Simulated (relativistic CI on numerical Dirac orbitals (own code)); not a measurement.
# Li II: what numerical and physical settings do to a radial Dirac CI calculation

Reference input:

```
atom Li  Z=3  charge=1  electrons=2
nucleus A=7  rms_radius_fm=2.4440
hamiltonian dirac-coulomb  breit=on  qed=on  c_scale=1
orbitals kli  potential=per-configuration
slater_scale 1
correlation none
mixing on
grid step=0.0125 r_max=34.5
scf mixing=0.4 start=green max_iterations=150 tolerance=2e-08 node_fill=0.05
configurations
  1s2
  1s 2s
  1s 2p
end
```

Computed lowest total energy -7.23683 Ha, first excitation 467181.1 cm⁻¹, 25 SCF steps. Runs with settings changed; * marks those that are bad on purpose:

```
                            Changed    Outcome  Lowest level    ΔE (Ha)  First excitation (cm⁻¹)  SCF steps                                        Message
       start potential thomas-fermi  converged      1s2 1S_0   6.22e-14                 467181.1         27                                               
   grid step 0.04, Slater scale 0.6  converged      1s2 1S_0   1.13e-06                 468764.3         25                                               
                     Breit term off  converged      1s2 1S_0  -0.000258                 467237.6         25                                               
configuration list: no such shell *    refused                                                            0  configuration 1s 2d: l must be smaller than n
                   grid step 0.08 *  converged      1s2 1S_0   2.78e-06                 467181.0         25
```

With so few configurations and no correlation, terms lie too far apart (by 10 to 50 % near neutrality), their order can be wrong, and levels of other configurations are missing.
